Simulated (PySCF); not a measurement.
## Polarisability and C₆ of Cd(2+) (cadmium, charge +2)

[Kr] 4d10, closed-shell 1S. Computed with PySCF 2.14 in aug-cc-pVTZ-PP with ECP28MDF (6s6p5d3f2g, 88 functions), with a scalar-relativistic core potential. Coupled (time-dependent) response in atomic units; α is the mean over directions.

```json
{"method": "UHF", "mean α (bohr³)": "4.812", "C₆ (like pair)": "23.86", "S(−4)": "4.319"}
{"method": "PBE", "mean α (bohr³)": "5.529", "C₆ (like pair)": "28.03", "S(−4)": "6.770"}
{"method": "PBE0", "mean α (bohr³)": "5.290", "C₆ (like pair)": "26.66", "S(−4)": "5.829"}
{"method": "wB97M-V", "mean α (bohr³)": "5.358", "C₆ (like pair)": "26.98", "S(−4)": "6.206"}
```

S(−4) is the Cauchy moment in α(ω) = α(0) + S(−4) ω² + …

α(iu) at PBE0:

| u (hartree) | α(iu) (bohr³) |
| --- | --- |
| 0 | 5.290 |
| 0.0500 | 5.275 |
| 0.100 | 5.233 |
| 0.200 | 5.074 |
| 0.300 | 4.845 |
| 0.500 | 4.305 |
| 0.750 | 3.656 |
| 1.00 | 3.108 |
| 1.50 | 2.283 |
| 2.00 | 1.721 |
| 3.00 | 1.053 |
| 5.00 | 0.4923 |

A single London oscillator, α(iu) = α/(1 + u²/ω²), gives C₆ = (3/4) ω α². Matching the computed C₆ needs ω = 4 × 26.66 / (3 × 5.290²) = 1.27 hartree.

For an ion, C₆ is the dispersion term alone; charge-induced terms of lower order in 1/R come first.

Energies and moments cover only the electrons outside the core potential.
